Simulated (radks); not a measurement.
Results of a calculation; reference values are marked as such.
Problem. Ionisation of Yb2+, [Xe] 4f14, to Yb3+, [Xe] 4f13, under several functionals. Scalar-relativistic Kohn-Sham, spin-polarised, spherical densities, finite nucleus; open shells are filled with parallel spins first (spin-orbit coupling, left out, can overturn this in heavy ions); a radial shooting solver on a logarithmic mesh with Libxc functionals. The NIST Atomic Spectra Database gives 25.05 eV (semi-empirical). Rank these functionals by the error of their Delta-SCF ionisation energy: MS2 meta-GGA; r2SCAN; TASK exchange with Perdew-Wang LDA correlation; exchange-only r2SCAN.

Solution. From best to worst: exchange-only r2SCAN 24.631 eV (-0.422); TASK exchange with Perdew-Wang LDA correlation 25.647 eV (+0.594); r2SCAN 26.130 eV (+1.077); MS2 meta-GGA 26.305 eV (+1.252). Open shells are spherical and high-spin; term and fine-structure splittings are not resolved. Spin-orbit splitting is averaged out at the scalar-relativistic level.
